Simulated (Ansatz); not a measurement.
Basis-set series for `[OH][In][F]` radical. The species carries charge 0 and has multiplicity 2. In takes the def2 core potential. Geometry: relaxed with PBE0-D4/def2-TZVP. It is one conformer, not always the lowest.

| functional | basis | functions | energy (Eh) | HOMO (eV) | LUMO (eV) |
| --- | --- | --- | --- | --- | --- |
| PBE0-D4 | def2-TZVPP | 126 | -365.73616 | -7.02 | -4.05 |
| PBE0-D4 | def2-QZVPP | 226 | -365.74867 | -7.05 | -4.11 |
| ωB97M-V | def2-TZVPP | 126 | -365.81154 | -9.11 | -2.34 |
| ωB97M-V | def2-QZVPP | 226 | -365.82366 | -9.16 | -2.44 |

(1) Give the rows for def2-SVP. (Estimate.)

Answers

(1) Ansatz gave: 
```
functional     basis  functions  energy (Eh)  HOMO (eV)  LUMO (eV)
   PBE0-D4  def2-SVP         59   -365.49749      -6.85      -3.89
   ωB97M-V  def2-SVP         59   -365.56730      -8.92      -2.15
```

HOMO and LUMO are taken over both spins.
